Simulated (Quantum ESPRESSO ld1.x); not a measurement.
The mean radii <r> (bohr) of the occupied orbitals of an atom or ion are listed with their occupations. Method: scalar-relativistic Kohn-Sham, LDA (Slater exchange, Perdew-Wang correlation), spin-polarised, spherical densities, point nucleus; computed with ld1.x of Quantum ESPRESSO 7.5.

| orbital | occ. | <r> |
|---|---|---|
| 1s | 2 | 0.02560 |
| 2s | 2 | 0.1098 |
| 2p | 6 | 0.09622 |
| 3s | 2 | 0.2924 |
| 3p | 6 | 0.2903 |
| 3d | 10 | 0.2667 |
| 4s | 2 | 0.6742 |
| 4p | 6 | 0.7160 |
| 4d | 10 | 0.8010 |
| 5s | 2 | 1.635 |
| 5p | 6 | 1.921 |
| 6s | 2 | 4.720 |

Name the element and its charge. Open shells, if any, are filled with parallel spins first.

Answer. Z = 56, barium, charge 0: Ba in [Xe] 6s2. The 1s radius gives Z: for a bare nucleus <r> = (2 gamma + 1)/(2Z) with gamma = sqrt(1 - (Z/c)^2), 0.02523 bohr for Z = 56, and screening makes it slightly larger (0.02560 here). The occupations add up to 56, and the charge is Z minus that.
